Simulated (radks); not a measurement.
Question: All-electron atom: the lutetium ion Lu35+ in [Kr] (the NIST ground configuration). Calculated with a radial shooting solver on a logarithmic mesh with Libxc functionals: Dirac Kohn-Sham, relativistic LDA (MacDonald-Vosko exchange, VWN5 correlation), spin-unpolarised, spherical densities, finite nucleus; Fermi nuclear charge, rms radius 5.37 fm. Some entries of the table are withheld. Estimate them.

orbital,occ.,eigenvalue (eV),r(max) (bohr),<r> (bohr)
1s1/2,2,-64175.61,0.01219,0.01941
2s1/2,2,-12148.30,0.06977,0.08150
2p1/2,2,-11674.95,0.05210,0.06759
2p3/2,4,-10570.61,0.05859,0.07514
3s1/2,2,-3836.954,(1),0.2106
3p1/2,2,-3629.037,0.1833,0.2001
3p3/2,4,-3386.778,0.1964,0.2135
3d3/2,4,(2),0.1538,0.1868
3d5/2,6,(3),0.1574,0.1909
4s1/2,2,-1730.136,0.4220,0.4305
4p1/2,2,(4),0.4181,0.4280
4p3/2,4,(5),0.4397,0.4483

Answer: 
(1) 3s1/2 r(max) (bohr): 0.1956
(2) 3d3/2 eigenvalue (eV): -3036.872
(3) 3d5/2 eigenvalue (eV): -2983.200
(4) 4p1/2 eigenvalue (eV): -1641.951
(5) 4p3/2 eigenvalue (eV): -1567.153
